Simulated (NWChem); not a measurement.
System: CH₅AuOS; SMILES [Au]([S]C)<-[OH2]

Input file for NWChem:

```
start job
memory heap 200 mb stack 900 mb global 1100 mb
geometry units angstroms noautoz
  Au     0.086701    -0.370943     0.000000
  S      0.587450     1.824157     0.000000
  C     -1.033446     2.656411     0.000000
  H     -1.623144     2.422082    -0.897167
  H     -0.819272     3.736029     0.000000
  H     -1.623144     2.422082     0.897167
  O     -0.302372    -2.554499     0.000000
  H      0.084777    -2.988349     0.771168
  H      0.084777    -2.988349    -0.771168
end
basis spherical
  Au library def2-svp
  S library def2-svp
  C library def2-svp
  H library def2-svp
  O library def2-svp
end
ecp
  Au library def2-ecp
end
dft
  xc mn15
  grid coarse
  iterations 150
  mulliken
end
task dft gradient
```

Output (shortened):

```
             Northwest Computational Chemistry Package (NWChem) 7.3.0
             --------------------------------------------------------

 CS  symmetry detected

                             Geometry "geometry" -> ""
                             -------------------------

 Output coordinates in angstroms (scale by  1.889725989 to convert to a.u.)

  No.       Tag          Charge          X              Y              Z
 ---- ---------------- ---------- -------------- -------------- --------------
    1 Au                  79.0000     0.05077131    -0.35376545     0.00000000
    2 S                   16.0000     0.57127413     1.83673458     0.00000000
    3 C                    6.0000    -1.04205891     2.68355634     0.00000000
    4 H                    1.0000    -1.63384389     2.45454902    -0.89716700
    5 H                    1.0000    -0.81816807     3.76120118     0.00000000
    6 H                    1.0000    -1.63384389     2.45454902     0.89716700
    7 O                    8.0000    -0.35795604    -2.53372797     0.00000000
    8 H                    1.0000     0.02526899    -2.97104792     0.77116800
    9 H                    1.0000     0.02526899    -2.97104792    -0.77116800

 Effective nuclear repulsion energy (a.u.)     675.1244025631

      Symmetry information
      --------------------

 Group name             Cs
 Group number              2
 Group order               2
 No. of unique centers     7

                                 NWChem DFT Module
                                 -----------------

 Summary of "ao basis" -> "ao basis" (spherical)
 ------------------------------------------------------------------------------
       Tag                 Description            Shells   Functions and Types
 ---------------- ------------------------------  ------  ---------------------
 Au                         def2-svp                12       32   6s3p2d1f
 S                          def2-svp                 8       18   4s3p1d
 C                          def2-svp                 6       14   3s2p1d
 H                          def2-svp                 3        5   2s1p
 O                          def2-svp                 6       14   3s2p1d

      Symmetry analysis of basis
      --------------------------

        a'         69
        a"         34

            General Information
            -------------------
          SCF calculation type: DFT
          Wavefunction type:  closed shell.
          No. of atoms     :     9
          No. of electrons :    54
           Alpha electrons :    27
            Beta electrons :    27
          Charge           :     0
          Spin multiplicity:     1
          Use of symmetry is: on ; symmetry adaption is: on
          Maximum number of iterations: 150
          AO basis - number of functions:   103
                     number of shells:    47
          Convergence on energy requested:  1.00D-06
          Convergence on density requested:  1.00D-05
          Convergence on gradient requested:  5.00D-04

              XC Information
              --------------
                         MN15 Method XC Functional
                     Hartree-Fock (Exact) Exchange  0.440
                          MN15 Exchange Functional  1.000
                        MN15 Correlation Potential  1.000

             Grid Information
             ----------------
          Grid used for XC integration:  coarse
          Radial quadrature: Mura-Knowles
          Angular quadrature: Lebedev.
          Tag              B.-S. Rad. Rad. Pts. Rad. Cut. Ang. Pts.
          ---              ---------- --------- --------- ---------
          Au                  1.35      104          11.0       302
          S                   1.00       70          12.0       302
          C                   0.70       35          13.0       302
          H                   0.35       35          14.0       302
          O                   0.60       35          14.0       302
          Grid pruning is: on
          Number of quadrature shells:   349
          Spatial weights used:  Erf1

      Superposition of Atomic Density Guess
      -------------------------------------

 Sum of atomic energies:        -664.60377052

      Non-variational initial energy
      ------------------------------

 Total energy =    -648.039543
 1-e energy   =   -1393.211179
 2-e energy   =     518.742677
 HOMO         =      -0.266702
 LUMO         =      -0.060900

      Symmetry analysis of molecular orbitals - initial
      -------------------------------------------------

  Numbering of irreducible representations:

     1 a'          2 a"

  Orbital symmetries:

[...]

                         DFT ENERGY GRADIENTS

    atom               coordinates                        gradient
                 x          y          z           x          y          z
   1 Au      0.095944  -0.668520   0.000000    0.000193  -0.001936   0.000000
   2 S       1.079552   3.470925   0.000000    0.002602   0.003739   0.000000
   3 C      -1.969206   5.071186   0.000000   -0.001625   0.001130   0.000000
   4 H      -3.087517   4.638425  -1.695400   -0.000308   0.000094  -0.000405
   5 H      -1.546113   7.107640   0.000000    0.000263   0.000534   0.000000
   6 H      -3.087517   4.638425   1.695400   -0.000308   0.000094   0.000405
   7 O      -0.676439  -4.788052   0.000000    0.000318  -0.005795   0.000000
   8 H       0.047751  -5.614466   1.457296   -0.000567   0.001070  -0.004145
   9 H       0.047751  -5.614466  -1.457296   -0.000567   0.001070   0.004145
```

Level: MN15/def2-SVP with def2 effective core potentials on Au. Geometry: optimised at PBE0/def2-SVP. No frequency run checked for a minimum. def2 effective core potentials on Au; no spin-orbit coupling.
